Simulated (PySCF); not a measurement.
Species: C₅H₆F₂.
Geometry (PBE0-D3(BJ)/def2-SVP, Å), atoms numbered from 1 in this order:
```xyz
13
C5H6F2 angstrom
C     -2.553   -0.483   -0.637
C     -1.423    0.224   -0.596
F     -1.347    1.437   -1.150
C     -0.172   -0.199    0.029
F     -0.247   -1.414    0.585
C      0.958    0.513    0.071
C      2.219    0.068    0.724
H     -3.438   -0.078   -1.128
H     -2.589   -1.467   -0.175
H      0.924    1.491   -0.415
H      3.059    0.081    0.011
H      2.495    0.748    1.547
H      2.125   -0.946    1.133
```

The closed-shell ground state was solved at several levels (PySCF, density fitting, gas phase, non-relativistic).

```
          level  basis functions  total energy (Eh)  HOMO (eV)  LUMO (eV)  gap (eV)  dipole (D)
BHandHLYP/pcJ-1              249          -393.5886      -7.79       0.07      7.86        0.72
      LDA/pcJ-1              249          -390.7437      -5.97      -2.07      3.90        0.82
    PBE0/6-31G*              110          -393.3499      -6.52      -0.56      5.96        0.66
  PBE0/IGLO-III              305          -393.5253      -6.84      -1.02      5.82        0.78
 B97-D/pcSseg-1              149          -393.5028      -5.73      -1.76      3.97        0.76
   KT2/pcSseg-1              149          -399.7585      -5.79      -1.81      3.98        0.78
B3LYP/def2-TZVP              253          -393.9537      -6.64      -1.19      5.45        0.76
    B3LYP/pcJ-0              109          -393.0690      -6.72      -1.17      5.55        0.66
     PBE0/6-31G               75          -393.2647      -6.68      -0.71      5.97        0.74
    PBE0/STO-3G               41          -388.1446      -4.22       2.21      6.43        0.42
```

Problem. What might PBE0/def2-TZVP (253 basis functions) give for the same quantities?

Solution. Total energy -393.5182 Eh, HOMO -6.83 eV, LUMO -0.97 eV, gap 5.86 eV, dipole 0.76 D.

Problem. Over all these levels, which gives the widest orbital gap and which the narrowest?

Solution. BHandHLYP/pcJ-1 (global hybrid, 50 % exact exchange) has the widest, 7.86 eV, and LDA/pcJ-1 (LDA) the narrowest, 3.90 eV. The two share the basis. From the narrowest to the widest the HOMO moves by -1.82 eV and the LUMO by +2.14 eV.

Problem. How much does the basis alone move the frontier levels among the 5 PBE0 rows (the withheld one included)?

Solution. The HOMO by 2.62 eV and the LUMO by 3.23 eV. By rising basis size (HOMO, LUMO in eV): STO-3G -4.22, 2.21; 6-31G -6.68, -0.71; 6-31G* -6.52, -0.56; def2-TZVP -6.83, -0.97; IGLO-III -6.84, -1.02.

Problem. How far do the dipole and the HOMO energy spread over the levels?

Solution. The dipole runs from 0.42 to 0.82 D (mean 0.71 D) and the HOMO from -7.79 to -4.22 eV.

One conformer stands for the species.

The pairwise dispersion term of B97-D wasn't added to the energies; at a given geometry it leaves orbitals and properties as they are.
